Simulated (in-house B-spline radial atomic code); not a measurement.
# BLYP excitations of S⁶⁺

Method: BLYP. Computed with a B-spline radial code for spherical atoms: linear response of the closed shell [He] 2s2 2p6 with the functional's adiabatic kernel; non-relativistic, point nucleus, no spin-orbit coupling, no double excitations, S, P, D and F terms only. Only terms of natural parity with L up to 3 were computed.

Command:
```bash
python run_td.py task.json out
```
Settings (radii: box in bohr, nucleus in fm):
```
Z                        16
electrons                10
configuration            [He] 2s2 2p6
hamiltonian              nr
method                   b88,lyp
box_radius               14.35
intervals                50
```

Run time, properties included: 0.2 s on 1 thread of Arm Neoverse N1, with other jobs on the host.

The lowest states, in the order of their Tamm-Dancoff energies; the method's threshold (minus the highest occupied level) is 258.09 eV. Labels give the largest channel, * marks a mixed state, and oscillator strengths are full-response dipole values. Semilocal kernels can invert the small singlet-triplet splittings of Rydberg terms. Energies in eV:

```csv
state,full response,Tamm-Dancoff,oscillator strength
2p → 3s 3P,160.32,160.34,-
2p → 3s 1P,162.05,162.08,0.176
2p → 3p 3S,172.23,172.28,-
2p → 3p 3D,173.23,173.25,-
2p → 3p 1D,174.78,174.78,-
2p → 3p 1S,?,?,-
2p → 3d 3P,191.16,191.18,-
2p → 3d 3F,191.32,191.34,-
2p → 3d 1F,?,?,-
2p → 3d 1P,195.50,195.62,1.33
```

Where does 2p → 3p 1S lie?

At 182.09 eV in full response, 182.64 eV in Tamm-Dancoff.

Where does 2p → 3d 1F lie?

At 192.61 eV in full response, 192.62 eV in Tamm-Dancoff.

How large is the singlet-triplet splitting of 2p → 3s (P terms) in Tamm-Dancoff?

1.75 eV, from the unrounded values.

What polarisabilities and dispersion coefficient does the method give?

Dipole 0.07508 bohr³, quadrupole 0.03226 bohr⁵, C6 0.0383 hartree·bohr⁶ for two such species.
